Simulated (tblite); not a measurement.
Compound: C6H14O2S.
Structure used (GFN2-xTB), in Å, numbered top down from 1:
```xyz
23
C6H14O2S angstrom
C     -2.307    0.962   -0.038
C     -0.810    0.923   -0.339
C     -0.152   -0.409   -0.015
C     -0.728   -1.574   -0.800
C     -0.053   -0.719    1.465
S      1.582   -0.306   -0.663
C      2.450    1.031    0.232
O      1.532    0.073   -2.050
O      2.262   -1.534   -0.339
H     -2.844    0.233   -0.636
H     -2.495    0.759    1.013
H     -2.702    1.948   -0.270
H     -0.321    1.713    0.235
H     -0.643    1.127   -1.399
H     -1.734   -1.820   -0.466
H     -0.089   -2.444   -0.666
H     -0.749   -1.328   -1.859
H     -0.999   -1.102    1.843
H      0.709   -1.481    1.616
H      0.211    0.165    2.041
H      3.469    1.020   -0.134
H      1.977    1.975   -0.002
H      2.428    0.814    1.290
```

Method: GFN2-xTB as coded in tblite; computed harmonic values from a numerical Hessian at the method's own geometry, unscaled. The method is semi-empirical: single wavenumbers can be off by several per cent or more. One conformer, not necessarily the lowest.

Harmonic wavenumbers (cm⁻¹): 48.2, 70.1, 125.9, 156.9, 181.8, 188.1, 227.8, 242.8, 252.4, 278.6, 289.1, 305.4, 332.1, 381.3, 419.2, 450.9, 486.9, 626.4, 708.4, 814.0, 822.6, 842.8, 845.6, 969.1, 973.6, 1000.1, 1055.9, 1057.8, 1084.0, 1106.9, 1154.3, 1219.0, 1241.5, 1254.6, 1267.5, 1294.2, 1338.5, 1396.8, 1409.7, 1411.9, 1421.2, 1439.2, 1473.1, 1483.3, 1485.5, 1495.8, 1497.3, 1505.0, 1508.1, 2970.8, 2991.3, 3021.3, 3025.1, 3030.9, 3036.7, 3040.8, 3042.7, 3045.2, 3047.7, 3061.1, 3070.8, 3084.4, 3098.9.

A = 2082, B = 1065, C = 1028 MHz; mass 150.071 u (most abundant isotopes); point group C1, symmetry number 1.

Q: Zero-point energy?

A: Half the sum of the wavenumbers: 42604 cm⁻¹ = 121.81 kcal/mol.

Q: Give the ideal-gas entropy at 400 K and 1 bar in the rigid-rotor, harmonic-oscillator model (classical rotation).

A: Translation 42.41, rotation 30.21, vibration 48.81: S = 121.4 cal/(mol K).

Q: And Cp and H(400 K) − H(0)?

A: Cp = 57.08 cal/(mol K), of which vibrations give 49.13 (their classical limit is 63 R = 125.2); H(400 K) − H(0) = 13.48 kcal/mol without the zero-point energy, 10.30 from vibrations.

Q: Which modes carry the vibrational entropy at 400 K?

A: 48.2 cm⁻¹: 5.47; 70.1 cm⁻¹: 4.73; 125.9 cm⁻¹: 3.58; 156.9 cm⁻¹: 3.15; 181.8 cm⁻¹: 2.87; 188.1 cm⁻¹: 2.80 cal/(mol K); the other 57 give 26.21 together.

Q: What must be added to the electronic energy to get the Gibbs energy at 400 K and 1 bar?

A: ZPE + [H(400 K) − H(0)] − T·S = 121.81 + 13.48 − 48.57 = 86.72 kcal/mol.

Q: Blend soft modes into free rotors: weight 1/[1 + (100 cm⁻¹/ν̃)⁴] for the oscillator and the rest for a rotor with moment μB/(μ + B), μ = h/(8π²ν), B = 10⁻⁴⁴ kg m². What vibrational entropy results?

A: 46.01 cal/(mol K) in place of 48.81, which changes −T·S at 400 K by +1.12 kcal/mol.

Q: How do the functions run with temperature in this model?

A: 
```json
{"T (K)": "50", "S (cal/(mol K))": "59.0", "Cp (cal/(mol K))": "13.2", "H − H(0) (kcal/mol)": "0.50", "G − H(0) (kcal/mol)": "-2.46", "ln q(vib)": "0.48"}
{"T (K)": "100", "S (cal/(mol K))": "70.9", "Cp (cal/(mol K))": "21.9", "H − H(0) (kcal/mol)": "1.37", "G − H(0) (kcal/mol)": "-5.71", "ln q(vib)": "1.74"}
{"T (K)": "298.15", "S (cal/(mol K))": "106.4", "Cp (cal/(mol K))": "45.9", "H − H(0) (kcal/mol)": "8.23", "G − H(0) (kcal/mol)": "-23.48", "ln q(vib)": "8.26"}
{"T (K)": "373.15", "S (cal/(mol K))": "117.6", "Cp (cal/(mol K))": "54.2", "H − H(0) (kcal/mol)": "11.99", "G − H(0) (kcal/mol)": "-31.88", "ln q(vib)": "10.73"}
{"T (K)": "500", "S (cal/(mol K))": "135.3", "Cp (cal/(mol K))": "66.9", "H − H(0) (kcal/mol)": "19.69", "G − H(0) (kcal/mol)": "-47.93", "ln q(vib)": "14.80"}
{"T (K)": "750", "S (cal/(mol K))": "166.1", "Cp (cal/(mol K))": "85.4", "H − H(0) (kcal/mol)": "38.89", "G − H(0) (kcal/mol)": "-85.71", "ln q(vib)": "22.45"}
{"T (K)": "1000", "S (cal/(mol K))": "192.5", "Cp (cal/(mol K))": "97.9", "H − H(0) (kcal/mol)": "61.89", "G − H(0) (kcal/mol)": "-130.63", "ln q(vib)": "29.52"}
```

q(vib) and H(0) count from the zero-point level.

Hindered rotation and anharmonicity are outside this model. Other conformers, if any are populated, would add a mixing term that is left out. The structure is chiral; the term R ln 2 for an equal mix with its mirror image is left out.
